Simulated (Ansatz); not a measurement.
Mulliken charges of C3HF5, SMILES `FC(F)=CC(F)(F)F` from r2SCAN/def2-TZVPP in Ansatz (PBE0-D4/def2-TZVP geometry).

| atom | x (Å) | y (Å) | z (Å) | charge (e) |
| --- | --- | --- | --- | --- |
| F1 | 0.334 | -2.057 | -0.319 | -0.132 |
| C2 | 0.601 | -1.120 | 0.544 | 0.398 |
| F3 | 1.296 | -1.607 | 1.538 | -0.147 |
| C4 | 0.247 | 0.150 | 0.474 | -0.254 |
| C5 | -0.540 | 0.774 | -0.620 | 0.525 |
| F6 | -1.676 | 1.306 | -0.143 | -0.171 |
| F7 | -0.872 | -0.076 | -1.591 | -0.166 |
| F8 | 0.147 | 1.781 | -1.181 | -0.171 |
| H9 | 0.550 | 0.803 | 1.280 | 0.117 |

Question: By hand: the dipole of these point charges (1 e Å = 4.8032 D).

Answer: Σ q r = (0.129, 0.009, 0.227) e Å, of length 0.261 e Å = 1.25 D.

Question: How does the dipole of the full density compare? (Best estimate.)

Answer: Ansatz gave: (0.184, -0.087, 0.281) e Å, 1.67 D; the point charges give 0.75 times that, at 17° from its direction.

Point charges leave out the atoms' own dipoles, such as those of lone pairs, and Mulliken's split depends on the basis, so the two needn't agree.
